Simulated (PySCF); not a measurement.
Identify the unknown among the candidates.

All candidates are C4H9N3Si.

* 13C NMR: chemical shifts (computed TMS as zero) by class: 146.6 (1 C), 140.2 (1 C), 51.4 (1 C), 19.5 (1 C) ppm [GIAO PBE0/pcSseg-1]
* UV, first state: lowest singlet excitation: 6.27 eV (198 nm, f = 0.004) [TDDFT PBE0/def2-SVPD]
* Dipole: 1.06 D [PBE0/def2-SVPD]
* UV, strongest line: among the 8 lowest singlet transitions: S2 at 6.36 eV (195 nm, f = 0.242) [TDDFT PBE0/def2-SVPD]
* NMR, other nuclei: isotropic shieldings of nuclei other than C and H, by class: -109 (1 N), -94 (1 N), -25 (1 N), 434 (1 Si) ppm [GIAO PBE0/pcSseg-1]
* Rotational structure: rotational constants A, B, C: 4.453, 0.943, 0.838 GHz [GFN2-xTB]

Gas-phase values; electronic properties from PySCF, density fitting. Levels stand in brackets. One conformer (not necessarily the lowest) at the GFN2-xTB geometry, without solvent, vibrations or thermal averaging. GFN2-xTB frequencies show an imaginary mode (28i cm⁻¹), so this geometry is no minimum at that level. NMR values are class means; diastereotopic atoms form classes of their own.

Task: Which candidate is it?
A. `CCn1cc([SiH3])nn1`
B. `CCn1ncc([SiH3])n1`
C. `Cc1nn(C)nc1[SiH3]`

Result: B. It is `CCn1ncc([SiH3])n1`. Numbering: `[CH3:1][CH2:2][n:3]1[n:4][cH:5][c:6]([SiH3:7])[n:8]1`. Its formula, C4H9N3Si, gives 3 degrees of unsaturation: 1 ring and 2 π bonds in the structure found (Kekulé form). 4 carbons fall into 4 classes; from least to most shielded: aromatic CH next to a ring nitrogen [C5] (146.6 ppm), substituted aromatic carbon [C6] (140.2 ppm), chain sp3 carbon bound to nitrogen [C2] (51.4 ppm), methyl carbon [C1] (19.5 ppm). The other shieldings belong to: -109 ppm, pyridine-type nitrogen [N8]; -94 ppm, pyridine-type nitrogen [N4]; -25 ppm, pyrrole-type nitrogen [N3]; 434 ppm, SiH3 silicon [Si7]. The optimised geometry has point group C1 and is an asymmetric top.

The others, at the same levels:
- `CCn1cc([SiH3])nn1` fails: its computed 13C shifts are 140.3 (1 C), 136.2 (1 C), 46.0 (1 C), 20.8 (1 C) ppm and rotational constant A is 4.875 GHz (against 4.453 GHz).
- `Cc1nn(C)nc1[SiH3]` fails: its computed 13C shifts are 157.6 (1 C), 137.7 (1 C), 41.2 (1 C), 13.6 (1 C) ppm, rotational constant A is 2.842 GHz (against 4.453 GHz) and smallest rotational constant is 0.915 GHz (against 0.838 GHz).

Each candidate is one conformer, not necessarily the lowest. Dipoles, sizes and rotational constants follow the conformer. The torsions of the flexible species, by atom-mapped SMILES:
- `[CH3:1][CH2:2][n:3]1[n:4][cH:5][c:6]([SiH3:7])[n:8]1`: C1–C2–N3–N4 91°
- `[CH3:1][CH2:2][n:3]1[cH:4][c:5]([SiH3:6])[n:7][n:8]1`: C1–C2–N3–C4 -74°
